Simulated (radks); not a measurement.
The numbers below are computed, except where a source is named.
All-electron atom: neutral zirconium in [Kr] 4d1 5s2 5p1 (not the ground configuration). Code: a radial shooting solver on a logarithmic mesh with Libxc functionals. Model: scalar-relativistic Kohn-Sham, PBE, spin-unpolarised, spherical densities, finite nucleus; Fermi nuclear charge, rms radius 4.2694 fm. Some entries of the table are withheld. Estimate them.

orbital,occ.,eigenvalue (hartree),<r> (bohr)
1s,2,(1),0.03707
2s,2,-90.92080,0.1626
2p,6,-81.09576,0.1417
3s,2,(2),0.4584
3p,6,-11.82866,(3)
3d,10,(4),0.4525
4s,2,-2.14714,1.206
4p,6,-1.32978,(5)
4d,1,-0.23273,(6)
5s,2,-0.21578,3.491
5p,1,-0.08833,4.588

Answer. 
(1) 1s eigenvalue (hartree): -655.1932
(2) 3s eigenvalue (hartree): -15.02965
(3) 3p <r> (bohr): 0.4621
(4) 3d eigenvalue (hartree): -6.57601
(5) 4p <r> (bohr): 1.354
(6) 4d <r> (bohr): 2.075
